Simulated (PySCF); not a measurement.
NMR data simulated for an unnamed compound:

1H NMR (400 MHz, computed): δ 7.10 (m, 2H), 7.00 (m, 2H), 4.64 (m, 1H), 4.64 (m, 1H), 2.44 (s, 6H), 0.20 (br s, 2H).

13C{1H} NMR (computed): δ 161.8 (CH), 159.1 (CH), 39.2 (CH3).

Method: shielding tensors at wB97X-D/pcSseg-1 (GIAO), structure optimised with PBE0-D3(BJ)/def2-SVP, in PySCF (single conformer, relativity neglected, averaged over atoms made equivalent by symmetry, fast rotation or ring inversion, no solvent).

Referencing at the same level of theory: TMS for 1H (σref 31.38) and 13C (σref 184.54).

Which of these does the molecule contain: an NH or NH2 group, a non-aromatic C=C double bond, an amide, a Si–H bond, an OH group, a ketone?

Answers


- An NH or NH2 group: yes (δH 0.20 (br s)).
- A non-aromatic C=C double bond: yes.
- An amide: no.
- A Si–H bond: yes (δH 4.64 (m)).
- An OH group: no.
- A ketone: no.

The data belong to `CN(C)[Si@H]1C=C[Si@H](N)C=C1`, C6H14N2Si2; they needn't prove each group on their own.

Carbon signals by region: 1 in the far downfield region (above 160 ppm), 1 in the sp2 and nitrile region (100–160 ppm), 1 below 50 ppm. Above 160 ppm: 161.8, alkene CH.

OH/NH shifts are gas-phase values; hydrogen bonding in solution moves them, usually downfield. Shifts are as computed. Against solution values, carbons near 30 ppm lie about +1 ppm off and those near 130 ppm about +6 ppm. Of 1309 compounds with measured shifts, 239 miss one by over three times the rms of a fit or turn the order of signals round; such compounds aren't used in these exercises. Multiplicities follow the n + 1 count of equivalent neighbours, as no J values were calculated; m marks all less simple cases, F and P coupling included.
